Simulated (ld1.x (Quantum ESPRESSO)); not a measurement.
Results of a calculation; reference values are marked as such.
**Hardness and transferability of assorted potentials**

Generated with ld1.x 7.5 (TM, RRKJ, ultrasoft, PAW), atompaw 4.2 or ONCVPSP 4.0.1. The cutoff is in Ry: for ld1.x and atompaw files where the sum of valence levels is converged to 10 mRy in a Bessel basis, for ONCV files where the hardest occupied wave has 1 mHa per electron of residual kinetic energy. The error is the largest all-electron minus pseudo excitation energy over each file’s own four to seven test configurations (ionisations up to +4, promotions, holes and added fractions of an electron), all of which were solved. The labels leave out finer settings (local radius, basis sizes, second energies), which also bear on the numbers. Spin-polarised tests are not counted. The rows are a selection from randomly drawn settings: files with unsolved tests, undetermined cutoffs or missed reference levels are left out.

A true bound ghost makes a file unfit for plane-wave use even where its test errors are small: the radial tests pick states by their node count and pass the ghost by.

| element | potential | cutoff (Ry) | largest error (meV) | bound ghosts |
| --- | --- | --- | --- | --- |
| F | TM, PBEsol, scalar-relativistic, rc 0.80/0.95 (sp), local s, core correction yes, reference 2s2 2p4.5 | 160 | +383 | none |
| Al | TM, PBEsol, scalar-relativistic, rc 2.20/2.55/2.05 (spd), local s, core correction yes, reference 3s1 3p2 | 8 | +15 | none |
| K | TM semilocal, PBE, scalar-relativistic, rc 1.85/1.80/4.20 (spd), local d, core correction yes, reference 3s2 3p6 3d0 4s0 4p0 | 25 | +430 | none |
| Co | PAW, PBE, scalar-relativistic, rc 2.25/4.00/0.90 (spd), local smoothed, core correction yes, reference 3d7 4s1.75 4p0.25 | 140 | -142 | none |
| Sn | ultrasoft, PBE, scalar-relativistic, rc 2.05/2.85/2.20 (spd), local smoothed, core correction no, reference 5s2 5p2 | 8 | +137 | none |
| Sn | TM, PBE, scalar-relativistic, rc 1.80/2.35 (sp), local smoothed, core correction yes, reference 5s1 5p3 | 21 | -40 | s, d |

Question: Fill in the row for O: ultrasoft, PBE, scalar-relativistic, rc 0.80/1.25 (sp), local smoothed, core correction yes, reference 2s2 2p2.

Answer: cutoff 50 Ry, largest error +115 meV, bound ghosts: none.
